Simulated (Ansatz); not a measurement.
Consider the redistribution: `N[SiH](N)F` + `[NH2][GeH2][O][SiH](N)F` → `N[Si@@H](F)O[Si@@H](N)F` + `[NH2][GeH2][NH2]`.

Computed with Ansatz on PBE0-D4/def2-TZVP structures; ΔE is electronic, products minus reactants. CBS: MP2 limit from def2 TZ/QZ plus the TZ coupled-cluster correction, frozen cores. Functionals use def2-TZVPP. B3LYP here is the variant with VWN-RPA as its local correlation; programs differ in this. For Ge outer-core shells are correlated without core-valence functions, which leaves a few kJ/mol of doubt a bond. Scalar relativity is left out up to krypton. Each species was taken in one conformer, which may not be the lowest.

```csv
species,B3LYP-D4 energy (Eh)
`N[SiH](N)F`,-502.13185
`[NH2][GeH2][O][SiH](N)F`,-2655.70808
`N[Si@@H](F)O[Si@@H](N)F`,-967.59268
`[NH2][GeH2][NH2]`,-2190.25008
```

(1) Work out ΔE.

Largest T1 diagnostic among the species: 0.012.

Results:

(1) ΔE = (-967.59268) + (-2190.25008) − (-502.13185) − (-2655.70808) = -0.00283 Eh = -7.4 kJ/mol. CCSD(T)/CBS gives -9.5 kJ/mol.

The D4 term adds +4.3 kJ/mol with B3LYP and +2.3 kJ/mol with PBE0; it sums over pairs of atoms, weighted by their polarisabilities, and B3LYP, whose exchange is more repulsive, gets the larger term. In def2-TZVPP, CCSD(T) changes the Hartree–Fock value by +10.1 kJ/mol (the triples alone add +2.3 kJ/mol) and MP2 by +10.7 kJ/mol.
